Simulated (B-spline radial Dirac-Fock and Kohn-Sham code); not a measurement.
## Ti⁴⁺: eigenvalues, ΔSCF and the reference

System: Ti⁴⁺, configuration [Ne] 3s2 3p6.

The density-functional columns are spherical, spin-unpolarised Dirac-Kohn-Sham results without Breit or QED terms: −ε is minus the orbital energy of the initial state and ΔSCF the difference of two total energies. The reference in the last column comes from Dirac-Fock ΔSCF + Breit + QED. All numbers are from a radial finite-basis atomic code, in eV; a selection of levels is shown.

| level | LDA −ε | LDA ΔSCF | PBE −ε | PBE ΔSCF | Dirac-Fock |
| --- | --- | --- | --- | --- | --- |
| 1s | 4909.5 | 5043.8 | 4922.1 | 5057.0 | 5036.5 |
| 2s | 591.1 | 618.5 | 592.4 | 619.7 | 636.0 |
| 2p1/2 | 503.3 | 534.4 | 503.5 | 534.6 | 534.1 |
| 2p3/2 | 497.6 | 528.4 | 497.7 | 528.5 | 528.5 |
| 3s | 113.6 | 124.4 | 113.9 | 124.7 | 129.5 |
| 3p1/2 | 89.92 | 100.3 | 89.89 | 100.3 | 98.78 |
| 3p3/2 | 89.17 | 99.51 | 89.16 | 99.50 | 98.05 |

Task: Order the estimates of the K (1s) level by their distance from the Dirac-Fock value, nearest first.
A. LDA ΔSCF
B. PBE −ε
C. PBE ΔSCF
D. LDA −ε

Result: A (7.3 eV), C (20.4 eV), B (114.4 eV), D (127.1 eV).

For the outermost level NIST gives 99.299 ± 0.012 eV (measured); the differences from it are LDA −ε -10.13, LDA ΔSCF +0.21, PBE −ε -10.14, PBE ΔSCF +0.20, Dirac-Fock -1.25 eV.

Values without a named source are computed, but for edge energies of neutral atoms, which are taken from tables.
